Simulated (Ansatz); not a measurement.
Reaction (silylene loss): `[SiH3]OB(O[SiH3])O[SiH3]` → `OB(O[SiH3])O[SiH3]` + `[SiH2]`

Isolated molecules relaxed with PBE0-D4/def2-TZVP in Ansatz; ΔE leaves out vibrations. CBS: MP2 limit from def2 TZ/QZ plus the TZ coupled-cluster correction, frozen cores. This one scheme is used for every species. DFT in def2-TZVPP. One conformer a species, not always the lowest.

`[SiH3]OB(O[SiH3])O[SiH3]`:

Cartesian coordinates in Å:
```
Si 1.517 -1.360 -1.814
O 0.811 -1.037 -0.352
B -0.001 -0.001 0.000
O -0.329 0.951 -0.920
Si -1.286 2.290 -0.741
O -0.485 0.085 1.272
Si -0.231 -0.930 2.555
H 0.480 -1.554 -2.858
H 2.293 -2.609 -1.636
H 2.424 -0.253 -2.207
H -0.730 3.189 0.301
H -2.668 1.894 -0.376
H -1.288 2.978 -2.053
H -0.727 -2.293 2.244
H -0.993 -0.362 3.692
H 1.213 -0.986 2.893
```

`OB(O[SiH3])O[SiH3]`:

```xyz
13

O    -1.836    1.944    0.579
B    -0.933    0.967    0.289
O    -0.407    0.278    1.335
Si    0.832   -0.700    1.766
O    -0.604    0.725   -1.019
Si    0.200   -0.401   -1.905
H    -2.167    2.367   -0.216
H     0.360   -2.105    1.833
H     1.941   -0.598    0.780
H     1.319   -0.270    3.098
H     1.589    0.054   -2.160
H    -0.520   -0.556   -3.191
H     0.227   -1.704   -1.189
```

`[SiH2]`:

Z-matrix (Å, degrees):
```
Si
H 1 1.525
H 1 1.525 2 91.2
```

```
             level  ΔE (kJ/mol)
         r2SCAN-D4        354.7
SCS-MP2/def2-QZVPP        350.4
```

Q: What does CCSD(T)/CBS give? (Best estimate.)

A: The calculation gave: +338.7 kJ/mol. The listed levels differ from it by 16.0, 11.7 kJ/mol.

Largest T1 diagnostic among the species: 0.014.

From PBE to PBE0 (25 % exact exchange), in def2-TZVPP and without D4, ΔE moves by +13.4 kJ/mol. The D4 term adds +11.7 kJ/mol with B3LYP and +6.8 kJ/mol with PBE0; it sums over pairs of atoms, weighted by their polarisabilities, and B3LYP, whose exchange is more repulsive, gets the larger term.

B3LYP here is the variant with VWN-RPA as its local correlation; programs differ in this.
